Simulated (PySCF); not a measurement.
Si(I)2(Me)2, SMILES C[Si](C)(I)I (C2H6I2Si) (CAM-B3LYP/def2-SVP optimised geometry):

```
11

C      1.125    -0.653     0.000
Si    -0.739    -0.653     0.000
C     -1.481    -1.525     1.472
I     -1.520     1.688     0.000
I     -1.522    -1.778    -2.052
H      1.501    -1.688    -0.012
H      1.500    -0.149     0.904
H      1.520    -0.128    -0.881
H     -2.579    -1.504     1.432
H     -1.151    -2.575     1.492
H     -1.156    -1.032     2.402
```

Method: CAM-B3LYP/def2-TZVP, def2 effective core potentials past Kr run with PySCF.

Question: What are the frontier orbital energies and the dipole moment?

Answer: HOMO-2 -8.91 eV, HOMO-1 -8.90 eV, HOMO -8.59 eV, LUMO 0.04 eV, LUMO+1 1.21 eV; dipole moment 2.35 D.

On the same geometry PBE/def2-TZVP, def2 effective core potentials past Kr run with PySCF gives HOMO-2 -6.50 eV, HOMO-1 -6.50 eV, HOMO -6.27 eV, LUMO -1.78 eV, LUMO+1 -0.73 eV; dipole moment 2.26 D.
